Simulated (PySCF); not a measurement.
Worked example: refractive index and permittivity of the vapour

CH₃F₂GaO, SMILES C[O][Ga]([F])[F].

Coordinates come from a ωB97X-D3(BJ)/def2-SVP optimisation. The values are those of a single conformer.

PySCF with PBE/def2-TZVP gives a mean static polarisability of 41.6 bohr³ and a dipole moment of 2.15 D. Take an ideal gas at 298.15 K and 1 bar, whether or not the substance is that volatile.

Question: Work out n − 1 in the optical limit and the static ε − 1.

Answer: 
Polarisability volume α' = 41.6 × 0.148185 = 6.16 Å³. Number density N = p/kT = 2.43e-5 Å⁻³.
Dilute limit of Lorentz–Lorenz: n − 1 = 2π N α' = 0.00094.
Orientation term of Debye: μ²/(3kT) = 8.098 Å³ × μ²(D²) = 37.43 Å³.
ε − 1 = 4π N (α' + μ²/3kT) = 0.013. Orientation of the dipole supplies 86 % of the static response; it can't follow optical fields. Vibrational polarisation and dispersion are left out.
